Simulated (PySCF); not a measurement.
Computed shifts of a molecule C3H2FNS, PBE/pcSseg-1 in PySCF, GIAO, gas phase, equivalent atoms averaged, in ppm (number of nuclei): ¹⁹F: -132.8 (1). ¹³C: 172.9 (1), 151.9 (1), 102.0 (1). ¹⁵N: 340.2 (1). ¹H: 8.26 (1), 6.57 (1). References: ¹⁹F against CFCl3 (σ = 133.6 ppm); ¹³C against TMS (σ = 182.0 ppm); ³³S against H2S (σ = 706.5 ppm); ¹⁵N against NH3 (σ = 267.0 ppm); ¹H against TMS (σ = 31.49 ppm), references at their B3LYP-D3(BJ)/def2-TZVP geometries, non-relativistic. Coordinates come from a r2SCAN-D4/def2-SVP optimisation. One conformer was computed; it need not be the lowest.

### Question
Which structure fits?
(A) Fc1cncs1
(B) Fc1nccs1
(C) Fc1cscn1

### Answer
C, Fc1cscn1
